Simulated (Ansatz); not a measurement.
Total energies of ZrSi4O4H12 (relaxed from a model of Zr(OSiH3)4, whose bonding it doesn't keep) from Ansatz at PBE0-D4/def2-TZVP, gas phase (1 Eh = 27.2114 eV = 2625.5 kJ/mol). The reference geometry is relaxed at PBE0-D4/def2-SVP.

| atom | x (Å) | y (Å) | z (Å) |
| --- | --- | --- | --- |
| Zr1 | 0.000 | 0.000 | 0.000 |
| O2 | 1.230 | 0.953 | 1.165 |
| Si3 | 2.285 | 1.757 | 2.164 |
| H4 | 3.234 | 2.574 | 1.350 |
| H5 | 3.062 | 0.774 | 2.977 |
| H6 | 1.528 | 2.659 | 3.083 |
| O7 | -0.511 | 1.149 | -1.482 |
| Si8 | -0.957 | 2.137 | -2.740 |
| H9 | 0.212 | 2.955 | -3.183 |
| H10 | -2.054 | 3.051 | -2.303 |
| H11 | -1.439 | 1.312 | -3.888 |
| O12 | -1.585 | -0.505 | 1.005 |
| Si13 | -2.946 | -0.937 | 1.852 |
| H14 | -2.694 | -2.199 | 2.611 |
| H15 | -4.083 | -1.156 | 0.908 |
| H16 | -3.313 | 0.146 | 2.813 |
| O17 | 0.867 | -1.598 | -0.688 |
| Si18 | 1.619 | -2.957 | -1.276 |
| H19 | 1.561 | -4.050 | -0.260 |
| H20 | 3.048 | -2.653 | -1.584 |
| H21 | 0.937 | -3.414 | -2.525 |

```
                 state   geometry  energy (Eh)
      charge 0 singlet  reference  -1512.91795
      charge 1 doublet  reference  -1512.54863
     charge -1 doublet  reference  -1512.90359
free Zr atom (triplet)          –    -46.88229
 free O atom (triplet)          –    -75.01860
free Si atom (triplet)          –   -289.24943
 free H atom (doublet)          –     -0.50104
```

In the def2 sets Zr takes a core potential; there is no spin–orbit coupling.

(1) Work out the vertical ionisation energy to the doublet.

(2) Work out the vertical electron affinity, to the doublet.

(3) Give the fundamental gap IE − EA, the Mulliken electronegativity (IE + EA)/2 and the hardness (IE − EA)/2.

(4) What is the binding energy per atom against free atoms?

(1) E(charge 1 doublet) − E(charge 0 singlet) = -1512.54863 − (-1512.91795) = 0.36932 Eh = 10.05 eV. For comparison, −ε of the highest occupied level is 8.70 eV at this level, 1.35 eV less.

(2) E(charge 0 singlet) − E(charge -1 doublet) = -1512.91795 − (-1512.90359) = -0.01436 Eh = -0.39 eV; negative, so the extra electron isn't bound. The basis lacks diffuse functions, which makes affinities too small.

(3) From the values in Eh: IE − EA = 0.36932 − (-0.01436) = 0.38368 Eh = 10.44 eV; (IE + EA)/2 = 4.83 eV; (IE − EA)/2 = 5.22 eV. The HOMO–LUMO gap of the same run is 8.01 eV, 2.43 eV smaller than the fundamental gap.

(4) Atoms: 1 × (-46.88229) + 4 × (-75.01860) + 4 × (-289.24943) + 12 × (-0.50104) = -1509.96689 Eh. Binding: -1509.96689 − (-1512.91795) = 2.95106 Eh = 80.30 eV, or 3.82 eV for each of 21 atoms (no zero-point energy, no counterpoise term).

At PBE0-D4/def2-TZVP the highest occupied level of the charge -1 doublet lies above zero (up to 1.51 eV). By energy differences it is unbound by 0.39 eV (vertical, against the charge 0 singlet, at PBE0-D4/def2-TZVP) and held by the finite basis.
